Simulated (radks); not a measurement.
Q: Os4+, 72 electrons, occupied as [Xe] 4f14 5d4 (the NIST ground configuration). All-electron calculation, scalar-relativistic Kohn-Sham, PBEsol, spin-polarised, spherical densities, point nucleus; open shells are filled with parallel spins first (spin-orbit coupling, left out, can overturn this in heavy ions). Program: a radial shooting solver on a logarithmic mesh with Libxc functionals. Some entries of the table are withheld. Estimate them.

orbital,occ.,eigenvalue (hartree),<r> (bohr)
1s down,1,-2715.787,0.01773
1s up,1,-2715.787,0.01773
2s up,1,-474.3954,0.07490
2s down,1,-474.3853,0.07490
2p up,3,-413.3067,0.06729
2p down,3,-413.2985,0.06729
3s up,1,-111.6878,0.1939
3s down,1,-111.6839,0.1939
3p up,3,-93.75529,0.1946
3p down,3,-93.75105,0.1946
3d up,5,-73.72827,0.1762
3d down,5,-73.72107,0.1762
4s up,1,-24.89402,0.4319
4s down,1,-24.88441,0.4319
4p up,3,-19.01227,0.4595
4p down,3,-19.00310,0.4595
4d up,5,-11.71538,0.4892
4d down,5,-11.70445,0.4889
5s up,1,-5.07141,1.002
5s down,1,-4.98920,0.9953
4f up,7,(1),0.5566
4f down,7,(2),0.5532
5p up,3,-3.56235,1.152
5p down,3,-3.45729,1.143
5d up,4,-1.82171,(3)
5d down,0,-1.69404,(4)

A: 
(1) 4f up eigenvalue (hartree): -3.60672
(2) 4f down eigenvalue (hartree): -3.58779
(3) 5d up <r> (bohr): 1.531
(4) 5d down <r> (bohr): 1.534
